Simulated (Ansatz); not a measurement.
TeAs₂⁺. The state is a doublet with charge 1. Geometry relaxed at PBE-D4/def2-TZVP.

```
atom   x (Å)   y (Å)   z (Å)
 As1  -0.853   0.848   0.692
 As2   1.221   0.596  -0.279
 Te3  -0.368  -1.443  -0.413
```

In the def2 sets Te takes a core potential; there is no spin–orbit coupling. The structure comes from a short search, and lower isomers may exist.

Question: Estimate the harmonic wavenumbers at UKS PBE-D4/def2-TZVP (Ansatz, unscaled). Is this a minimum?

Answer: 178, 226, 340 cm⁻¹. Yes, no mode is imaginary beyond noise. Zero-point energy 4.4 kJ/mol. Run time 41 s (2 threads of Arm Neoverse V1 on a shared host).
